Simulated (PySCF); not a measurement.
**Correlation energy of Be (beryllium, neutral)**

[He] 2s1 3s1, high-spin 3S determinant (an excited configuration). All numbers are calculated (PySCF 2.14, the non-relativistic Hamiltonian (point nucleus), in dyall-acv3z (15s9p4d2f, 76 functions)). Frozen: nothing; 4 electrons correlated; the 5 highest virtual orbitals of each spin left out.

| level | correlation energy (mhartree) |
| --- | --- |
| CCSD | -49.61 |
| (T) | -0.10 |
| CCSD(T) | -49.71 |

Diagnostics: T1 = 0.013, D1 = 0.0378, largest double amplitude 0.061.

Problem. Is a single reference adequate?

Solution. Yes: T1 lies below 0.03 and no double amplitude reaches 0.07.
